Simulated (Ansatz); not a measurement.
Geometry optimisation, Ansatz 0.2.0, RKS r2SCAN/cc-pVDZ.

The input (input.yaml):

```yaml
crystal:
  periodic: [false, false, false]
  atoms:
    - { symbol: B, position_ang: [-0.020663, -0.295924, -0.393326] }
    - { symbol: Cl, position_ang: [-0.387844, -0.172055, 2.648049] }
    - { symbol: H, position_ang: [0.847566, 0.495438, -0.158581] }
    - { symbol: Cl, position_ang: [-1.518299, 0.262228, -1.17486] }
    - { symbol: O, position_ang: [0.166289, -1.637746, -0.130375] }
    - { symbol: Si, position_ang: [-0.900452, -2.938627, -0.511192] }
    - { symbol: H, position_ang: [-0.169224, -4.152451, -0.049335] }
    - { symbol: H, position_ang: [-2.181562, -2.773396, 0.234977] }
    - { symbol: H, position_ang: [-1.128829, -2.982261, -1.984064] }
    - { symbol: H, position_ang: [0.318218, -1.109705, 2.009908] }
basis:
  gaussian: { orbitals: cc-pVDZ }
hamiltonian:
  xc: r2scan
relax:
  f_tol: 0.03
  max_steps: 50
```

Command:

```bash
$ ansatz run input.yaml --threads 4 --pin off --max-ram 5120MiB --backend cpu --events-out ev --progress --plain --runs-dir out
```

**Question.** Where does it end, and by what steps?

**Answer.** The run converged. The force dipped under the threshold on the way, but the program's further checks kept it going. After 27 steps the energy has fallen by 0.171 eV; Cl2 moved furthest, 1.79 Å.

```
step  energy less start (eV)  largest force component (eV/Å)  accepted
   0                  0.0000                           0.893       yes
   1                 -0.0368                           0.606       yes
   2                 -0.0296                           0.808        no
   3                 -0.0666                           0.103       yes
   4                 -0.0708                           0.094       yes
   5                 -0.0775                           0.242       yes
   6                 -0.0863                           0.339       yes
   7                 -0.0946                           0.568       yes
   8                 -0.1047                           0.532       yes
   9                 -0.1202                           0.172       yes
  10                 -0.1105                           0.525        no
  11                 -0.1299                           0.102       yes
  12                 -0.1370                           0.082       yes
  13                 -0.1445                           0.190       yes
  14                 -0.1487                           0.314       yes
  15                 -0.1542                           0.164       yes
  16                 -0.1577                           0.072       yes
  17                 -0.1571                           0.268        no
  18                 -0.1616                           0.073       yes
  19                 -0.1643                           0.098       yes
  20                 -0.1652                           0.283       yes
  21                 -0.1676                           0.080       yes
  22                 -0.1693                           0.013       yes
  23                 -0.1705                           0.052       yes
  24                 -0.1666                           0.241        no
  25                 -0.1711                           0.050       yes
  26                 -0.1713                           0.041       yes
  27                 -0.1714                           0.021       yes
```

```xyz
10
Properties=species:S:1:pos:R:3
B -0.325 -0.097 -0.531
Cl 0.951 -1.293 3.029
H 0.212 0.859 -0.043
Cl -1.074 0.050 -2.137
O -0.361 -1.278 0.129
Si -1.075 -2.783 -0.370
H -0.791 -3.696 0.770
H -2.537 -2.578 -0.563
H -0.407 -3.238 -1.622
H 0.430 -1.249 1.829
```

The run took 35 s on 4 threads of Intel(R) Xeon(R) 6975P-C (Granite Rapids), on a shared host, peak memory 0.21 GiB.
